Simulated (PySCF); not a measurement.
A structure optimised at B3LYP-D3(BJ)/def2-SVP, used in a PySCF frequency run:

```
S
S 1 2.0715
S 1 2.0715 2 112.00
S 3 2.1553 1 105.27 2 -84.67
S 4 2.0840 3 103.97 1 -43.17
S 5 2.1002 4 103.50 3 112.22
S 6 2.1002 5 111.43 4 -87.12
S 7 2.0840 6 103.50 5 87.12
```
Charge 0, spin multiplicity 1.

Problem. Write its SMILES, formula and point group.

Solution. S1SSSSSSS1, S₈, Cs

Problem. What are its rotational constants (standard atomic weights)?

Solution. 0.68096, 0.64972, 0.39376 GHz
